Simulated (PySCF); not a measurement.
C2H8FN2Si (doublet state).
Structure used (GFN2-xTB), in Å, numbered top down from 1:
```
atom  x, y, z in Å
C1    -0.9479   -0.8212   -1.2135
N2    -0.5785   -0.1176   -0.0916
C3    -1.5006    0.9142    0.3228
Si4    0.9301   -0.3923    0.7033
N5     2.2371    0.2283   -0.2204
F6     0.9263    0.5114    2.0347
H7    -1.9665   -0.7583   -1.5423
H8    -0.3481   -1.6643   -1.4900
H9    -2.4959    0.4898    0.4793
H10   -1.5755    1.6914   -0.4425
H11   -1.1598    1.3664    1.2492
H12    1.0091   -1.7684    1.1742
H13    2.3271   -0.0189   -1.1911
H14    3.1425    0.3390    0.2056
```

The hyperfine couplings belong to this conformer and change with its torsions.

Identity: `[CH2]N(C)[Si@@H](N)F` [radical].

Computed, not measured: PySCF, UKS B3LYP, pcH-1 on C F H N Si, non-relativistic, mean-field spin-orbit, GIAO. One conformer (not necessarily the lowest) at the GFN2-xTB geometry, without solvent, vibrations or thermal averaging. The geometry wasn't refined by DFT: couplings that depend on bond lengths, twists or pyramidal angles can differ widely from those at the functional's own minimum. The frame is twisted about the C1–N2 bond at this geometry (dihedral H8–C1–N2–Si4 = 10°); couplings at other torsion angles weren't computed. Stability of the SCF solution: not tested.

(1) Break the g tensor into its mass correction, gauge correction and orbital-Zeeman/spin–orbit terms.

(2) Average each term over the three axes. Which is largest in size?

(3) What effective moment and Curie constant follow for a powder?

(4) In a frozen sample, at which fields do the three g values resonate at 9.5, 34, 94 and 263 GHz (hyperfine left aside), and which band first spreads them over more than twice a line width of 0.5 mT?

## Answers

(1) 
```
                    Δg (ppm)     1     2     3
relativistic mass correction  -161  -161  -161
            gauge correction     1    45    35
   orbital Zeeman/spin–orbit    32   677  1271
                       total  -129   561  1144
```

So g = 2.00219, 2.00288, 2.00346 and g_iso = 2.00285; the tensor is rhombic: the two nearest values differ by 46 % of g3 − g1. Axes: g2 points within 11° of the C1–N2 bond.

(2) The orbital-Zeeman/spin–orbit term 660, the mass correction -161 and the gauge correction 27 ppm, for a total of 526 ppm. The orbital-Zeeman/spin–orbit term is the largest in size. The mass correction is the same along every axis, so the anisotropy comes from the other two: their spans along these axes are 44 (gauge) and 1239 ppm (orbital Zeeman/spin–orbit).

(3) With the mean of g² = 4.0114 and S(S+1) = 0.75: μ_eff = √(⟨g²⟩S(S+1)) = 1.735 μB and χT = 0.12505·⟨g²⟩·S(S+1) = 0.376 cm³ K/mol (cgs; spin-Hamiltonian part alone).

(4) 
```csv
band,GHz,B(g3) mT,B(g2) mT,B(g1) mT,spread mT
X,9.5,338.79,338.89,339.01,0.22
Q,34.0,1212.51,1212.86,1213.28,0.77
W,94.0,3352.24,3353.21,3354.37,2.13
J,263.0,9379.13,9381.86,9385.10,5.96
```

The spread grows in proportion to the frequency. W band is the first where it exceeds 1.0 mT.

The Mulliken spin populations are largest on C1 (+0.86) and N2 (+0.16). The angles at C1 add up to 355.9°, so it is nearly planar; its axial dipolar tensor and the negative couplings of its protons fit spin in a p orbital normal to that plane.

The HOMO–LUMO gaps are 4.86 eV among the α and 6.69 eV among the β orbitals.

Time: 50 s of wall time (grids of density and orbitals included); peak memory 0.86 GiB. Hardware: one thread, Arm Neoverse V2 (aarch64), no GPU, shared host with 32 logical CPUs at a one-minute load of 24.
